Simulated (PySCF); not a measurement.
## Two-component Hartree-Fock for As⁺ (arsenic, charge +1)

Start: [Ar] 3d10 4s1 4p2 5s1; 4s1/2 filled at m_j = +1/2; 4p3/2 filled at m_j = +1/2, +3/2; 5s1/2 filled at m_j = +1/2. Calculated with PySCF 2.14 in x2c-TZVPall-2c with one added diffuse shell each of s, p, d type (7s8p5d1f, 63 functions): generalised Hartree-Fock with the X2C-1e Hamiltonian and a Gaussian nucleus; one run each with spin-orbit coupling (SO) switched off, then screened by Boettger's factors. This is a chosen level, not necessarily the ground level.

```tsv
spinor shell	electrons	ε, spin-free (eV)	ε, screened SO (eV)	weight of nominal j (screened SO)	rms radius, screened SO (bohr)
1s1/2	2	-11961.6	-11961.3	1.000	0.0524
2s1/2	2	-1588.9	-1588.8	1.000	0.219
2p1/2	2	-1390.4	-1415.5	1.000	0.194
2p3/2	4	-1390.4	-1378.3	1.000	0.197
3s1/2	2	-241.68	-241.71	1.000	0.639
3p1/2	2	-178.07	-181.71	0.995	0.660
3d3/2	4	-72.869	-73.400	0.944	0.745
3d5/2	6	-72.869	-72.570	0.963	0.745
4s1/2	1	-36.612	-36.617	0.999	1.94
4p3/2	2	-23.432	-23.380	0.813	2.32
5s1/2	1	-8.673	-8.678	0.996	4.99
```

Problem. Where does 3p3/2 lie, and what is the 3p spin-orbit splitting (screened SO)?

Solution. At -176.38 eV, 5.325 eV above 3p1/2.

| quantity | spin-free | screened SO |
| --- | --- | --- |
| E (hartree) | -2258.03313 | -2258.12345 |
| M_J | 3 | 3 |
| ⟨J²⟩ | 12.028 | 12.030 |
| ⟨L²⟩ | 2.027 | 2.039 |
| ⟨S²⟩ | 6.001 | 5.996 |

Each row is a mean over spinors that exchange with the open shell spreads, by up to 1.203 eV (3s1/2).

Rows whose weight is well below 1 are mixtures of j = l ± 1/2: exchange outweighs spin-orbit coupling there, and the label is only the starting occupation.

Without spin-orbit coupling the j labels of p, d and f shells carry no meaning; the spin-free column gives the mean over the occupied spinors of each nl shell.
